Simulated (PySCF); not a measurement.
N-methylmethanimine cation (C2H5N), SMILES N(C)=C (connectivity only; charge and spin as stated), charge +1, multiplicity 2. Atoms are numbered in the order given.

```xyz
8

C      0.0478     1.2597     0.0000
N     -0.2080    -0.1142     0.0000
C      0.0663    -1.3122     0.0000
H     -0.3758     1.7092    -0.9017
H     -0.3758     1.7092     0.9017
H      1.1419     1.4043     0.0000
H      1.1148    -1.6472     0.0000
H     -0.7337    -2.0613     0.0000
```
Charge +1, spin multiplicity 2.

The structure is a stationary point at PBE0-D3(BJ)/def2-TZVP. The spin state was assumed, not searched.

Two levels are set side by side: PBE/pcH-1 (PySCF) and B3LYP/pcH-1 (PySCF). Contact hyperfine couplings, same geometry. Differences are taken from unrounded values.

```csv
quantity,PBE
"A(iso) of 13C, atom C1 (MHz)",-14.0
"A(iso) of 14N, atom N2 (MHz)",53.8
"A(iso) of 13C, atom C3 (MHz)",-43.0
"A(iso) of 1H, atom H4 (MHz)",43.9
"A(iso) of 1H, atom H5 (MHz)",43.9
"A(iso) of 1H, atom H6 (MHz)",246.2
"A(iso) of 1H, atom H7 (MHz)",267.9
"A(iso) of 1H, atom H8 (MHz)",206.6
```

Problem. These are the PBE values. What does B3LYP give? (Estimate from the structure and the level; the computed values follow.)

Solution. 
```json
[
 {"quantity": "A(iso) of 13C, atom C1 (MHz)", "B3LYP": "-18.0", "PBE minus B3LYP": "4.0"},
 {"quantity": "A(iso) of 14N, atom N2 (MHz)", "B3LYP": "64.5", "PBE minus B3LYP": "-10.7"},
 {"quantity": "A(iso) of 13C, atom C3 (MHz)", "B3LYP": "-53.1", "PBE minus B3LYP": "10.2"},
 {"quantity": "A(iso) of 1H, atom H4 (MHz)", "B3LYP": "45.8", "PBE minus B3LYP": "-1.9"},
 {"quantity": "A(iso) of 1H, atom H5 (MHz)", "B3LYP": "45.8", "PBE minus B3LYP": "-1.9"},
 {"quantity": "A(iso) of 1H, atom H6 (MHz)", "B3LYP": "245.8", "PBE minus B3LYP": "0.4"},
 {"quantity": "A(iso) of 1H, atom H7 (MHz)", "B3LYP": "267.0", "PBE minus B3LYP": "0.9"},
 {"quantity": "A(iso) of 1H, atom H8 (MHz)", "B3LYP": "207.1", "PBE minus B3LYP": "-0.6"}
]
```

Rough cost on one machine, each run with all the roots and properties that it gave: B3LYP against PBE within a factor of 2.
